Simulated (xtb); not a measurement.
C₂H₃O₃, SMILES COC([O])=O (connectivity only; charge and spin as stated), charge -1, multiplicity 1. All values are semi-empirical tight-binding results from xtb (GFN2-xTB unless named), good for trends rather than for accurate numbers. Geometry optimised at GFN2-xTB. The spin state was assumed, not searched. The isomer is the one that the SMILES or the coordinates give; other isomers of the formula were not compared.

Optimised geometry:

```xyz
8

C     -1.7649    -0.1260    -0.0207
O     -0.5325    -0.7477    -0.1629
C      0.6674     0.1062     0.0208
O      1.6917    -0.5335    -0.1279
O      0.4509     1.2794     0.2839
H     -1.6122     0.9380     0.2047
H     -2.3349    -0.5883     0.7989
H     -2.3481    -0.2174    -0.9490
```
Charge -1, spin multiplicity 1.

Computed properties:
```
Item                                               Value
----------------------------------------  --------------
point group as xtb finds it                           Cs
orbital gap                                      6.41 eV
zero-point energy                          32.5 kcal/mol
G − E(el) at 298.15 K (modified RRHO)      14.7 kcal/mol
static polarisability (D4 model)              41.4 bohr³
solvation energy, GFN2-xTB/ALPB(water)    -66.5 kcal/mol
solvation energy, GFN2-xTB/ALPB(octanol)  -57.7 kcal/mol
```

Q: Give the IR lines (harmonic; lines under 4 % of the strongest left out, lines within 3 cm⁻¹ merged). (Estimate from the structure and the level; the computed values follow.)

A: ν (cm⁻¹): 735 (s), 1080 (m), 1305 (m), 1390 (w), 1905 (vs), 2834 (m), 2868 (w), 2893 (w) (against the strongest line: vs over 80 %, s over 45 %, m over 15 %, w over 4 %, vw less)

Computed atomic charges and the Wiberg bond orders between heavy atoms:
charges (e) C1 0.08, O2 -0.42, C3 0.48, O4 -0.57, O5 -0.59, H6 0.04, H7 -0.01, H8 -0.01. Bond orders C1–O2 1.03, O2–C3 0.80, C3–O4 1.56, C3–O5 1.54.
